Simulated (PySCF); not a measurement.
# CrOBr: from structure and modes to constants

Level of theory: UB3LYP in PySCF with Cr def2-SVP, O def2-SVP, Br def2-SVP; no relativity; density-fitted integrals.

The quartet minimum has Cs symmetry. Masses (u): Cr 51.94051, O 15.99492, Br 78.91834.

```xyz
3
charge 0 multiplicity 4, angstrom
Cr   -0.9672    0.0000   -0.5898
O    -2.4549    0.0000   -0.0830
Br    1.1363    0.0000    0.4059
```

Harmonic wavenumbers (cm⁻¹): 126.6 (a', ×1), 315.0 (a', ×1), 1014.7 (a', ×1).

Question: Find the principal moments of inertia and the rotational constants. What kind of rotor is it?

Answer: About the centre of mass I = 10.843, 267.22, 278.07 u Å². With B = 16.8576/I this gives 1.555, 0.06308, 0.06062 cm⁻¹. The molecule is an asymmetric top with κ = -1.00.

Question: What is the harmonic zero-point energy?

Answer: Half the sum of all 3 wavenumbers, 1456/2 = 728 cm⁻¹, which is 8.7 kJ/mol (1 cm⁻¹ = 0.0119627 kJ/mol).

Question: Give the standard entropy (298.15 K, 1 bar) by its translational, rotational, vibrational and spin parts, and Cp.

Answer: Sackur–Tetrode with M = 146.85 u gives 171.1; rotation with symmetry number 1 gives 105.1; vibration 18.5; spin R ln 4 = 11.5. The total is 306.2 J/(mol K), and Cp = 4 R + 16.5 = 49.7 J/(mol K).

Only a few start shapes were tried, so a lower isomer may exist. With open d or f shells other occupations or spin states may lie lower.
